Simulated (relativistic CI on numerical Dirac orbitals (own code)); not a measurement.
## Radial parameters of Dy32+

These numbers are calculated, not measured: Dirac-Coulomb-Breit CI, separate exchange-only KLI orbitals for each configuration, model QED, unscaled Slater integrals (own radial code, finite nucleus).

Slater integrals F^k, G^k are unscaled and averaged over j, outside the closed core [Ar] 3d10; ζ comes from projecting the Hamiltonian with its Breit term on Σ l·s of the shell.

- 4s2 4p4: F^2(4p,4p) = 210340, ζ(4p) = 272100 cm⁻¹; <r>(4p) = 0.4873, <r^2>(4p) = 0.2685 (bohr units).
- 4s 4p5: G^1(4s,4p) = 275290, ζ(4p) = 271900 cm⁻¹; <r>(4s) = 0.4756, <r^2>(4s) = 0.2542, <r>(4p) = 0.4875, <r^2>(4p) = 0.2686 (bohr units).
- 4s2 4p3 4d: F^2(4p,4p) = 210300, ζ(4p) = 272550, F^2(4p,4d) = 206480, G^1(4p,4d) = 256520, G^3(4p,4d) = 164490, ζ(4d) = 33857 cm⁻¹; <r>(4p) = 0.4874, <r^2>(4p) = 0.2686, <r>(4d) = 0.4891, <r^2>(4d) = 0.2732 (bohr units).

Averages of the first 10 configurations, taken without configuration mixing, which lowers the lowest level and can move excited configurations by several eV; other configurations of the list can lie among them:

| Configuration | Parity | States | Average energy above the lowest level (eV) |
| --- | --- | --- | --- |
| 4s2 4p4 | even | 15 | 37.5 |
| 4s 4p5 | odd | 12 | 159.0 |
| 4s2 4p3 4d | odd | 200 | 190.7 |
| 4p6 | even | 1 | 289.9 |
| 4s 4p4 4d | even | 300 | 308.1 |
| 4s2 4p3 4f | even | 280 | 345.0 |
| 4s 4p4 4f | odd | 420 | 462.7 |
| 4p5 4d | odd | 60 | 434.9 |
| 4s 4p3 4d2 | odd | 1800 | 459.9 |
| 4s2 4p2 4d 4f | odd | 2100 | 498.8 |
